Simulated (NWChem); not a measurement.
System: C2H5Se, doublet; SMILES CC[Se]

Input file for NWChem:

```
start job
memory heap 200 mb stack 900 mb global 1100 mb
geometry units angstroms noautoz
  C      0.425690     2.075915     0.000000
  C     -0.641974     1.000267     0.000000
  Se     0.013693    -0.829071     0.000000
  H      1.071016     1.998258    -0.887519
  H     -0.034423     3.078094     0.000000
  H      1.071016     1.998258     0.887519
  H     -1.306050     1.075922    -0.877869
  H     -1.306050     1.075922     0.877869
end
basis spherical
  * library def2-svp
end
dft
  odft
  mult 2
  xc xpbe96 cpbe96
  iterations 150
  mulliken
end
task dft energy
```

In the optimisation the excess spin sits in a" (Cs, its own frame). Structure relaxed at the PBE0/def2-SVP, spin-unrestricted level. No stability test was run on the SCF state.

**Question.** Give the results of this calculation. (PBE/def2-SVP, spin-unrestricted.) Quantities: basis functions; energy (Ha); highest occupied level (eV); lowest empty minus highest occupied level, either spin (eV); dipole (D); <S²>.

**Answer.** 
```json
{
  "number_of_basis_functions": "85",
  "energy (Ha)": "-2479.91",
  "highest occupied level (eV)": "-4.89",
  "lowest empty minus highest occupied level, either spin (eV)": "0.19",
  "dipole (D)": "1.53",
  "<S²>": "0.752"
}
```
